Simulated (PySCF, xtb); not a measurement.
CH4Cl2Ge, SMILES [CH3][GeH]([Cl])[Cl].

Harmonic wavenumbers (cm⁻¹) from GFN2-xTB in xtb 6.7.1 at its own minimum, in rising order: 90, 132, 139, 155, 354, 364, 555, 596, 622, 775, 800, 1305, 1439, 1440, 1787, 3018, 3033, 3036.

### Question
What does PySCF with PBE-D3(BJ)/def2-SVP give at its own minimum? (Estimate from the structure and the level; the computed values follow.)

### Answer
105, 138, 152, 173, 399, 419, 599, 630, 683, 791, 824, 1203, 1373, 1377, 2098, 2991, 3105, 3113. Paired by order, the mean absolute difference is 58 cm⁻¹ and the zero-point energies are 28.1 and 28.8 kcal/mol.
